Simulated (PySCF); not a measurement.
C₂H₈OSn. Atoms are numbered in the order given.

```xyz
12

Sn     0.3013     0.3361     0.3051
C      1.6787    -1.1284    -0.4958
O     -1.4099     0.2166    -0.7380
C     -2.1768    -0.9556    -0.7170
H      0.7898     1.9581     0.0350
H     -0.0834     0.0242     1.9606
H      1.2620    -2.1383    -0.3731
H      2.6402    -1.0692     0.0352
H      1.8408    -0.9296    -1.5645
H     -3.0807    -0.8033    -1.3343
H     -1.6450    -1.8372    -1.1351
H     -2.5225    -1.2368     0.3009
```
Charge 0, spin multiplicity 1.

Coordinates come from a B3LYP-D3(BJ)/def2-SVP optimisation. The structure was generated by enumeration; whether it is a known compound was not checked. The def2 effective core potentials stand for the cores of Sn; spin–orbit coupling is left out. Other conformers were not sampled.

All values below come from PBE/def2-TZVP (PySCF).

ESP charges are fitted to the potential on shells at 1.4 to 2.0 van der Waals radii. Atomic charges (e):

```
atom  ESP fit  Mulliken  Löwdin
----  -------  --------  ------
Sn1      0.67      0.71    0.50
C2      -0.62     -0.63   -0.53
O3      -0.40     -0.49   -0.11
C4      -0.13     -0.20   -0.43
H5      -0.12     -0.06   -0.05
H6      -0.13     -0.07   -0.06
H7       0.17      0.14    0.12
H8       0.16      0.14    0.12
H9       0.18      0.15    0.13
H10      0.09      0.12    0.11
H11      0.07      0.09    0.10
H12      0.06      0.10    0.10
```
